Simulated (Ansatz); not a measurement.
Reactions of FGeH6NSi, SMILES `F[SiH2][NH][GeH3]`.

Isolated molecules relaxed with PBE0-D4/def2-TZVP in Ansatz; ΔE leaves out vibrations. CBS: MP2 limit from def2 TZ/QZ plus the TZ coupled-cluster correction, frozen cores. This one scheme is used for every species. No spin–orbit coupling; open shells (•) take unrestricted orbitals. For Ge, Se outer-core shells are correlated without core-valence functions, which leaves a few kJ/mol of doubt a bond. Scalar relativity is left out up to krypton. One conformer a species, not always the lowest.

```tsv
reaction	CCSD(T)/CBS(def2) (eV)
`F[SiH2][NH][GeH3]` → `[NH][GeH3]`• + `F[SiH2]`•	?
`F[SiH2][NH][GeH3]` + CH₃OH → `CO[SiH2][NH][GeH3]` + H–F	0.48
`F[SiH2][NH][GeH3]` + HCl → `Cl[SiH2][NH][GeH3]` + H–F	0.43
`F[SiH2][NH][GeH3]` + CH₄ → `C[SiH2]F` + `[NH2][GeH3]`	0.87
`F[SiH2][NH][GeH3]` + H₂ → `[SiH3][NH][GeH3]` + H–F	1.43
`F[SiH2][NH][GeH3]` + `B[SeH]` → `B[Se][SiH2]F` + `[NH2][GeH3]`	0.27
`F[SiH2][NH][GeH3]` + `NB(O)F` → `NB(F)[O][GeH3]` + `N[SiH2]F`	-0.27
`F[SiH2][NH][GeH3]` + `NC=O` → `O=C[NH][GeH3]` + `N[SiH2]F`	-0.08
`F[SiH2][NH][GeH3]` + `C[SiH](F)F` → `F[SiH2]C[SiH](F)F` + `[NH2][GeH3]`	?
`F[SiH2][NH][GeH3]` + `N=CBO` → `OB/C=[N]/[GeH3]` + `N[SiH2]F`	?
```

Task: Fill in the missing values. (An estimate is asked.)

Result: Ansatz gave: `F[SiH2][NH][GeH3]` → `[NH][GeH3]`• + `F[SiH2]`•: +5.31 eV; `F[SiH2][NH][GeH3]` + `C[SiH](F)F` → `F[SiH2]C[SiH](F)F` + `[NH2][GeH3]`: +0.79 eV; `F[SiH2][NH][GeH3]` + `N=CBO` → `OB/C=[N]/[GeH3]` + `N[SiH2]F`: +0.25 eV.

Largest T1 diagnostic: 0.016, for `NC=O`.
